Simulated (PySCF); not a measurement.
# AgSe from Hartree–Fock to correlated methods

State: ²Π (doublet), unpaired electrons π ↑. Set-up: PySCF, spin-free X2C with a Gaussian nucleus, basis sets Ag x2c-TZVPPall, Se x2c-TZVPPall. De refers to Ag (4d10 5s1) + Se in their high-spin ground configurations, without counterpoise correction. The functionals are run spin-unrestricted. A positive dipole means Ag(−)Se(+).

| Level | Re (Å) | ωe (cm⁻¹) | De (eV) | μ (D) | CPU s a point (SCF and correlation, without the integrals) |
| --- | --- | --- | --- | --- | --- |
| UHF | 2.521 | 210 | n/a | -6.20 | 3.2 |
| UHF-MP2 | 2.363 | 246 | n/a | n/a | 5.6 |
| UHF-SCS-MP2 | 2.397 | 235 | n/a | n/a | n/a |
| PBE | 2.399 | 229 | 2.30 | -3.35 | 2.4 |
| PBEsol | 2.359 | 244 | 2.55 | -3.31 | 1.6 |
| TPSS | 2.401 | 228 | 2.28 | -3.71 | 2.9 |
| r²SCAN | 2.388 | 235 | 2.28 | -3.87 | 2.9 |
| TPSSh | 2.406 | 228 | 2.21 | -3.99 | 4.7 |
| PBE0 | 2.408 | 230 | 2.13 | -4.13 | 5.2 |
| r²SCAN0 | 2.400 | 234 | 2.12 | -4.41 | 4.9 |
| CAM-B3LYP | 2.413 | 232 | 2.04 | -4.28 | 12 |

The bond length runs from 2.359 Å (PBEsol) to 2.521 Å (UHF). De spans 2.04 eV (CAM-B3LYP, range-separated hybrid) to 2.55 eV (PBEsol, GGA).

Correlated steps freeze 23 core orbitals. These are scalar-relativistic numbers at best; spin–orbit coupling would shift them, the dissociation energy most. The state is the lowest single determinant that the PBE0 search found; with open d or f shells the true ground state can be another one.

The whole job (state search and all levels along the bond) took about 6.4 min on 2 threads of Intel Xeon 6975P-C (shared host), peak memory 7.8 GiB.
